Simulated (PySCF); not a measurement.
**Correlation energy of Rb⁺ (rubidium, charge +1)**

[Kr], closed-shell 1S. Computed with PySCF 2.14 in jorge-DZP-DKH (8s6p2d, 36 functions), with the spin-free X2C one-electron Hamiltonian (Gaussian nucleus). Frozen: [Ar] 3d10 4s2; 6 electrons correlated.

Total MP2 correlation energy: -67.04 mhartree.

Same-spin part -20.66 and opposite-spin part -46.38 mhartree; SCS-MP2 scales them by 1/3 and 6/5 to -62.55 mhartree.

```json
{"level": "CCSD", "correlation energy (mhartree)": "-74.53"}
{"level": "(T)", "correlation energy (mhartree)": "-0.03"}
{"level": "CCSD(T)", "correlation energy (mhartree)": "-74.56"}
```

Diagnostics: T1 = 0.00016, D1 = 0.0002, largest double amplitude 0.044.

Cost of the coupled-cluster step: 0.04 s of wall time on 1 thread of AMD EPYC 9R45 96-Core Processor (shared host), for 6 correlated electrons.
